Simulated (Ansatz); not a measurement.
Basis-set series for `[SH][Sn]([SH])([SH])[Cl]`. Charge 0, multiplicity 1. Sn takes the def2 core potential. Geometry: relaxed with PBE0-D4/def2-TZVP. It is one conformer, not always the lowest.

| functional | basis | functions | energy (Eh) | HOMO (eV) | LUMO (eV) |
| --- | --- | --- | --- | --- | --- |
| PBE0-D4 | def2-TZVPP | 260 | -1870.52483 | -7.85 | -2.28 |
| PBE0-D4 | def2-QZVPP | 452 | -1870.57680 | -7.87 | -2.33 |
| ωB97M-V | def2-TZVPP | 260 | -1870.93836 | -10.01 | -0.32 |
| ωB97M-V | def2-QZVPP | 452 | -1870.98801 | -10.04 | -0.44 |

(1) Give the rows for def2-SVP. (Estimate.)

## Answers

(1) Computed: 
| functional | basis | functions | energy (Eh) | HOMO (eV) | LUMO (eV) |
| --- | --- | --- | --- | --- | --- |
| PBE0-D4 | def2-SVP | 113 | -1869.93611 | -7.73 | -2.10 |
| ωB97M-V | def2-SVP | 113 | -1870.35423 | -9.85 | -0.02 |
